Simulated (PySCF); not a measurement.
A PySCF script (with the pyscf-properties extension) for the NMR shieldings of SMILES BOB(OC)/C(C)=C\C, C$_{5}$H$_{12}$B$_{2}$O$_{2}$, on a GFN2-xTB geometry:

```python
import basis_set_exchange as bse
import numpy as np
from pyscf import gto, dft
from pyscf.prop import nmr

atoms = """
B    -1.215219    2.365739   -0.048196
O    -0.811086    1.133166    0.015339
B    -0.511372   -0.157853    0.115929
O    -1.430739   -1.120827   -0.175630
C    -2.746577   -0.844930   -0.591232
C     0.906238   -0.675802    0.610479
C     0.859854   -1.880835    1.513753
C     2.079834   -0.141782    0.277238
C     2.306864    1.022504   -0.629415
H    -1.087273    2.972425   -1.056824
H    -1.702602    2.876127    0.900892
H    -3.018239   -1.578569   -1.352647
H    -3.426714   -0.943727    0.259766
H    -2.843292    0.163260   -1.003431
H     0.292151   -1.652925    2.414921
H     1.859383   -2.202855    1.798052
H     0.349354   -2.695146    1.003911
H     2.991850   -0.578978    0.672972
H     2.991304    0.741390   -1.430128
H     2.769267    1.841385   -0.076679
H     1.378093    1.375174   -1.064841
"""
names = dict.fromkeys(["B", "O", "C", "H"], "pcSseg-1")
basis = {el: gto.basis.parse(bse.get_basis(n, elements=[el], fmt="nwchem")) for el, n in names.items()}
mol = gto.M(atom=atoms, basis=basis, charge=0, verbose=0)
mf = dft.RKS(mol, xc="PBE0")
mf.grids.level = 2
mf.grids.alignment = dft.numint.BLKSIZE   # the property module wants whole blocks of grid points
mf.conv_tol = 1e-9
mf.kernel()

calc = nmr.RKS(mf)   # GIAO
C = mf.mo_coeff
Co = C[:, mf.mo_occ > 0]
resp = mf.gen_response(singlet=True, hermi=2)
def vind(x):   # induced exchange potential for any number of trial vectors
    d = np.einsum("pi,xij,qj->xpq", C, 2 * x.reshape(-1, C.shape[1], Co.shape[1]), Co, optimize=True)
    return np.einsum("xpq,pi,qj->xij", resp(d - d.transpose(0, 2, 1)), C, Co, optimize=True).ravel()
mo1, _ = nmr.rhf.solve_mo1(calc, with_cphf=vind)
sigma = calc.kernel(mo1)
for i, s in enumerate(sigma):   # ppm
    print("%2d %-2s %9.2f" % (i, mol.atom_pure_symbol(i), np.trace(s) / 3))
```

Task: What are the results?

Result: 
```
 0 B      58.68
 1 O      63.77
 2 B      77.87
 3 O     233.06
 4 C     134.50
 5 C      46.67
 6 C     159.93
 7 C      41.97
 8 C     165.94
 9 H      26.10
10 H      26.18
11 H      27.80
12 H      27.97
13 H      27.70
14 H      29.89
15 H      30.13
16 H      29.33
17 H      25.44
18 H      29.95
19 H      29.97
20 H      29.54
```

These numbers come from an equivalent density-fitted implementation of the same equations, which agrees with the script to about 0.01 ppm for H and up to a few tenths of a ppm for heavy atoms, so last digits may differ.

Size and cost of the density-fitted run: 213 basis functions, 110 s wall time on 1 thread of an Intel Xeon, shared host; peak memory 0.96 GiB.
